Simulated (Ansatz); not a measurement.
Total energies of `c1cc2sc1-c1ccc(s1)-c1ccc(s1)-c1ccc(s1)-c1ccc(s1)-c1ccc(s1)-c1ccc(s1)-c1ccc(s1)-c1ccc(s1)-c1ccc(s1)-c1ccc(s1)-c1ccc-2s1` from Ansatz at PBE0-D4/def2-TZVP, gas phase (1 Eh = 27.2114 eV = 2625.5 kJ/mol). The reference geometry is relaxed at PBE-D4/def2-SVP.

```json
{"state": "charge 0 singlet", "geometry": "reference", "energy (Eh)": "-6618.97905"}
{"state": "charge 1 doublet", "geometry": "reference", "energy (Eh)": "-6618.77796"}
{"state": "charge -1 doublet", "geometry": "reference", "energy (Eh)": "-6619.05572"}
{"state": "free C atom (triplet)", "geometry": "–", "energy (Eh)": "-37.80537"}
{"state": "free S atom (triplet)", "geometry": "–", "energy (Eh)": "-397.97371"}
{"state": "free H atom (doublet)", "geometry": "–", "energy (Eh)": "-0.50104"}
```

Single mean-field runs in def2-TZVP are fitted with def2-universal-jkfit.

Question: Work out the vertical ionisation energy to the doublet.

Answer: E(charge 1 doublet) − E(charge 0 singlet) = -6618.77796 − (-6618.97905) = 0.20109 Eh = 5.47 eV. For comparison, −ε of the highest occupied level is 4.73 eV at this level, 0.74 eV less.

Question: Work out the vertical electron affinity, to the doublet.

Answer: E(charge 0 singlet) − E(charge -1 doublet) = -6618.97905 − (-6619.05572) = 0.07667 Eh = 2.09 eV. The basis lacks diffuse functions, which makes affinities too small.

Question: Give the fundamental gap IE − EA, the Mulliken electronegativity (IE + EA)/2 and the hardness (IE − EA)/2.

Answer: From the values in Eh: IE − EA = 0.20109 − 0.07667 = 0.12442 Eh = 3.39 eV; (IE + EA)/2 = 3.78 eV; (IE − EA)/2 = 1.69 eV. The HOMO–LUMO gap of the same run is 1.99 eV, 1.40 eV smaller than the fundamental gap.

Question: What is the binding energy per atom against free atoms?

Answer: Atoms: 48 × (-37.80537) + 12 × (-397.97371) + 24 × (-0.50104) = -6602.36724 Eh. Binding: -6602.36724 − (-6618.97905) = 16.61181 Eh = 452.03 eV, or 5.38 eV for each of 84 atoms (no zero-point energy, no counterpoise term).

The restricted singlet is unstable towards broken spin symmetry in Hartree–Fock (as tested in another run); at PBE0-D4/def2-TZVP this wasn't settled.
